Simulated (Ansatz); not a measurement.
GeHMe2Br (C₂H₇BrGe). Total charge 0; singlet. Geometry relaxed at B3LYP-D4/def2-SVP.

```xyz
11

Ge   -0.6286   -0.1406    0.2776
H    -1.5200    0.3605    1.4344
C     1.0406   -0.9264    0.9322
H     0.8276   -1.7512    1.6271
H     1.6333   -0.1603    1.4570
H     1.6265   -1.3159    0.0868
C    -0.3298    1.2493   -1.0680
H    -1.2901    1.6237   -1.4506
H     0.2510    0.8380   -1.9065
H     0.2287    2.0874   -0.6216
Br   -1.8392   -1.8646   -0.7684
```

Problem. Estimate the harmonic wavenumbers at RKS B3LYP-D4/def2-SVP (Ansatz, unscaled). Is this a minimum?

Solution. 128, 133, 139, 156, 177, 286, 580, 607, 617, 663, 757, 842, 854, 858, 1254, 1260, 1426, 1432, 1433, 1442, 2120, 3040, 3041, 3138, 3139, 3154, 3154 cm⁻¹. Yes, no mode is imaginary beyond noise. Zero-point energy 214.3 kJ/mol. It took 91 s on 4 threads of Arm Neoverse V2 on a shared host.
